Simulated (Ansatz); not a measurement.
`[Cl][Sn][Br]` + H–F → `[F][Sn][Br]` + HCl at 500 K and 1 bar (ligand exchange at the Sn–Cl bond).

Isolated molecules relaxed with PBE0-D4/def2-TZVP in Ansatz; ΔE leaves out vibrations. CBS: MP2 limit from def2 TZ/QZ plus the TZ coupled-cluster correction, frozen cores. This one scheme is used for every species. Elements past krypton have def2 core potentials. For Br, Sn outer-core shells are correlated without core-valence functions, which leaves a few kJ/mol of doubt a bond. Scalar relativity is left out up to krypton.

```
       species  CCSD(T)/CBS energy (Eh)  H − E (kJ/mol)  S (J/(mol·K))
`[Cl][Sn][Br]`              -3247.23683            29.6          352.3
           H–F               -100.39570            39.4          188.7
 `[F][Sn][Br]`              -2887.23951            30.3          339.8
           HCl               -460.38127            32.5          201.9
```

H − E and S are ideal-gas, rigid-rotor, harmonic terms from PBE0-D4/def2-TZVP. 1 Eh = 2625.50 kJ/mol, R = 8.31446 J/(mol·K).

Task: By hand: ΔE, ΔH, ΔS and ΔG.

Result: ΔE = (-2887.23951) + (-460.38127) − (-3247.23683) − (-100.39570) = 0.01175 Eh = 30.8 kJ/mol. Δ(H − E) = 30.3 + 32.5 − 29.6 − 39.4 = -6.2, so ΔH = 24.6 kJ/mol. ΔS = 339.8 + 201.9 − 352.3 − 188.7 = 0.7 J/(mol·K). ΔG = 24.6 − 500 × (0.7)/1000 = 24.2 kJ/mol.

Task: By hand: the equilibrium constant, and the temperature at which ΔG would vanish if ΔH and ΔS stayed fixed.

Result: log₁₀ K = −ΔG/(RT ln 10) = -2.5. ΔG = 0 at ΔH/ΔS = 35143 K, far beyond where these terms or the molecules hold.

The number of gas molecules stays the same, so ΔS is small and ΔH decides. A doubt of 5 kJ/mol in ΔE shifts log₁₀ K by 0.5 here. These are equilibria of isolated gas molecules and say nothing of rates. Largest T1 diagnostic: 0.014 (customary marks: 0.02 for closed shells, 0.045 for open ones).
